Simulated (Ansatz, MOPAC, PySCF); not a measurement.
Species: C2H7Si, charge 0, multiplicity 2. SMILES: [SiH2]CC
Structure (B3LYP-D3(BJ)/def2-TZVP (Ansatz, an electronic-structure program) minimum search):
```xyz
10

C     -1.5047    -0.6675    -0.3072
C     -0.6468     0.5680     0.0106
Si     1.1911     0.1706     0.1835
H     -1.1975    -1.1339    -1.2450
H     -1.4218    -1.4213     0.4779
H     -2.5602    -0.3992    -0.3998
H     -0.7649     1.3213    -0.7731
H     -0.9876     1.0359     0.9381
H      1.7371    -0.3998    -1.0789
H      1.4285    -0.7952     1.2917
```
Charge 0, spin multiplicity 2.

Unscaled harmonic wavenumbers (cm⁻¹) in rising order, each level at the stationary point that it reaches from this structure (no distance between atoms moves by over 0.3 Å); the order of modes can differ between levels, and a negative number is imaginary. B3LYP-D3(BJ)/def2-TZVP (PySCF, at the structure above): 140, 221, 240, 521, 636, 691, 769, 930, 971, 1001, 1023, 1259, 1265, 1413, 1456, 1500, 1502, 2167, 2189, 3022, 3029, 3063, 3079, 3096.

AM1 (MOPAC): 45, 119, 246, 454, 493, 671, 782, 792, 966, 1028, 1184, 1229, 1288, 1385, 1390, 1400, 1432, 2248, 2252, 3024, 3048, 3054, 3106, 3148. Zero-point energy 49.7 against 50.3 kcal/mol; where all levels lie over 400 cm⁻¹, the wavenumbers are on average 0.980 times those of B3LYP-D3(BJ)/def2-TZVP.

PM6 (MOPAC): 99, 137, 212, 481, 655, 712, 723, 862, 927, 990, 1124, 1139, 1188, 1250, 1262, 1267, 1339, 2064, 2090, 2647, 2683, 2691, 2719, 2779. Zero-point energy 45.8 against 50.3 kcal/mol; where all levels lie over 400 cm⁻¹, the wavenumbers are on average 0.931 times those of B3LYP-D3(BJ)/def2-TZVP.

HF/3-21G (Ansatz): 124, 235, 273, 559, 667, 717, 840, 984, 1009, 1114, 1129, 1401, 1403, 1573, 1624, 1673, 1678, 2240, 2247, 3191, 3203, 3236, 3248, 3263. Zero-point energy 53.8 against 50.3 kcal/mol; where all levels lie over 400 cm⁻¹, the wavenumbers are on average 1.076 times those of B3LYP-D3(BJ)/def2-TZVP.

B3LYP/6-31G* (Ansatz): 134, 225, 239, 518, 626, 684, 773, 931, 978, 1014, 1036, 1277, 1279, 1438, 1487, 1530, 1532, 2185, 2211, 3038, 3045, 3083, 3101, 3120. Zero-point energy 50.7 against 50.3 kcal/mol; where all levels lie over 400 cm⁻¹, the wavenumbers are on average 1.008 times those of B3LYP-D3(BJ)/def2-TZVP.
